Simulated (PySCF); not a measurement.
Work out the structure from these simulated measurements.

Formula: C2H8OSi.

| Quantity | Value |
| --- | --- |
| 13C NMR | chemical shifts (computed TMS as zero) by class: 12.2 (1 C), 6.3 (1 C) ppm [GIAO B3LYP/pcSseg-2] |
| XPS | Si2p3/2 107.1, C1s 290.3, C1s 290.8, O1s 538.5, Si1s 1847.0 eV [ΔSCF SCAN, pcX-2 on the ionised atom, pcseg-1 elsewhere, spin-free X2C, 2p3/2 from a spin–orbit splitting computed afterwards within the 2p shell] |
| Rotational structure | rotational constants A, B, C: 16.813, 2.817, 2.576 GHz [PBE0-D3(BJ)/def2-SVP] |
| Dipole | 1.85 D [CAM-B3LYP/def2-SVPD] |
| Valence photoelectron | vertical ionisation energy: 10.42 eV [ΔSCF CAM-B3LYP/def2-SVPD] |
| Polarisability | 56.5 au [CAM-B3LYP/def2-SVPD] |

The electronic properties come from PySCF, for the isolated species, density fitting. Levels stand in brackets. The structure is a single PBE0-D3(BJ)/def2-SVP conformer in the gas phase; no vibrational or solvent corrections. NMR values are class means; diastereotopic atoms form classes of their own.

**Question.** What is the compound? Reason from the data.

**Answer.** Numbering: `[CH3:1][CH2:2][SiH2:3][OH:4]`. Its formula, C2H8OSi, gives 0 degrees of unsaturation, so no ring and no π bond. 2 carbons fall into 2 classes; from least to most shielded: sp3 carbon bound to silicon [C2] (12.2 ppm), methyl carbon [C1] (6.3 ppm). The core levels belong to: Si2p3/2 107.1 eV, oxygen-bound silicon [Si3]; C1s 290.3 eV, sp3 carbon bound to silicon [C2]; C1s 290.8 eV, methyl carbon [C1]; O1s 538.5 eV, silanol oxygen [O4]; Si1s 1847.0 eV, oxygen-bound silicon [Si3]. The first electron is taken from the HOMO, whose largest Löwdin shares are 0.28 on the sp3 carbon bound to silicon, 0.21 on the silanol oxygen, 0.20 on the oxygen-bound silicon and 0.08 on the methyl carbon. By its constants the optimised geometry is an asymmetric top. Structure: `CC[SiH2]O`. Computed isomers that give other values at the same levels: `CCO[SiH3]` (core binding energies: Si2p3/2 107.4, C1s 290.7, C1s 292.4, O1s 538.0, Si1s 1847.3 eV); `CO[SiH2]C` (13C chemical shifts (computed TMS as zero) by class: 55.6 (1 C), -3.6 (1 C) ppm); `C[SiH](C)O` (13C chemical shifts (computed TMS as zero) by class: 0.5 (2 C) ppm). The assignments are read from this structure; whether some other isomer fits the data as well wasn't checked.

Shape of the structure used: `[CH3:1][CH2:2][SiH2:3][OH:4]`: C1–C2–Si3–O4 177°, H–O4–Si3–C2 60°.
